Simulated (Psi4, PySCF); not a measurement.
Relaxed torsion scan: C10H10O2, SMILES C=Cc1cccc(C(=O)OC)c1. Scanned: dihedral C6–C7–C8–O9; all other coordinates were relaxed at GFN2-xTB. Points at φ and −φ are mirror images. Heavy atoms are numbered in the order of the SMILES C=Cc1cccc(C(=O)OC)c1, hydrogens after them in the order of the atoms that carry them; the mirror image has the same energies with the sign of each dihedral reversed.

- RHF/STO-3G = restricted Hartree-Fock/STO-3G // GFN2-xTB run with PySCF
- RKS-B3LYP/6-31G* = PySCF with restricted B3LYP/6-31G*, spherical d, density fitting // GFN2-xTB
- PBE-D3(BJ)/def2-SVP // GFN2-xTB (Psi4)

Energies relative to the lowest point of each profile, in mEh:

| φ / ° | RHF/STO-3G | RKS-B3LYP/6-31G* |
|---|---|---|
| -150 | 1.7 | 2.3 |
| -120 | 6.0 | 8.1 |
| -90 | 8.4 | 12.3 |
| -60 | 6.1 | 8.5 |
| -30 | 1.9 | 2.5 |
| 0 | 0.0 | 0.1 |
| 30 | 1.9 | 2.5 |
| 60 | 6.1 | 8.5 |
| 90 | 8.4 | 12.3 |
| 120 | 6.0 | 8.1 |
| 150 | 1.7 | 2.3 |
| 180 | 0.0 | 0.0 |

Problem. Predict the corresponding PBE-D3(BJ)/def2-SVP column.

Solution. -150: 2.4; -120: 8.3; -90: 12.7; -60: 8.7; -30: 2.6; 0: 0.1; 30: 2.6; 60: 8.7; 90: 12.7; 120: 8.3; 150: 2.4; 180: 0.0 (mEh).
